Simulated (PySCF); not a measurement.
Ionisation energy of Pd⁴⁴⁺ by level of theory

Pd⁴⁴⁺ 1s2 (1S) → Pd⁴⁵⁺ 1s1 (2S), as a difference of total energies. All numbers are calculated (PySCF 2.14, no relativity, point nucleus, in an even-tempered Gaussian basis (15 s from 83 bohr⁻², ratio 2.2; 7 p from 130 bohr⁻², ratio 2.4; 4 d from 380 bohr⁻², ratio 2.4; 3 f from 560 bohr⁻², ratio 2.4; 3 g from 850 bohr⁻², ratio 2.4)). Correlated levels: nothing frozen; virtual orbitals above 40 to 60 times the deepest correlated orbital energy dropped. The calculations carry no spin-orbit coupling.

| method | ionisation energy (eV) |
| --- | --- |
| UHF | 28010.3 |
| LDA | 27961.7 |
| r2SCAN | 28011.7 |
| r2SCAN0 | 28011.7 |
| B3LYP | 28006.0 |
| MP2 (all electrons) | 28011.6 |
| SCS-MP2 (all electrons) | 28011.8 |

Estimate what PBE0 gives.

28005.6 eV, closest to B3LYP among the rows shown.

Estimate what PBE gives.

28003.6 eV, closest to B3LYP among the rows shown.

The gap to the reference is mostly relativistic.

For comparison: 28776.0 eV (theoretical estimate listed by NIST; NIST Atomic Spectra Database, ionization energies).
